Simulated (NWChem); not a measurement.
# C3H4F2; SMILES FC1(F)CC1

```xyz
9

F      0.0000    -1.0949     0.9480
C      0.0000     0.0000     0.1775
F      0.0000     1.0949     0.9480
C     -0.7671     0.0000    -1.0810
C      0.7671     0.0000    -1.0810
H     -1.2748     0.9258    -1.3626
H     -1.2748    -0.9258    -1.3626
H      1.2748     0.9258    -1.3626
H      1.2748    -0.9258    -1.3626
```
Atoms are numbered in this order, from 1.

Results from NWChem. All runs use the structure optimised with PBE0/def2-SVP. Level: PBE0/def2-SVP with SMD (1 M gas to 1 M solution), gas-phase geometry.

Q: Order these by “solvation free energy (kcal/mol)”, lowest first: N,N-dimethylformamide; water; ethylene glycol; dichloromethane.

A: dichloromethane (-4.0), N,N-dimethylformamide (-3.1), ethylene glycol (-1.6), water (-0.3)
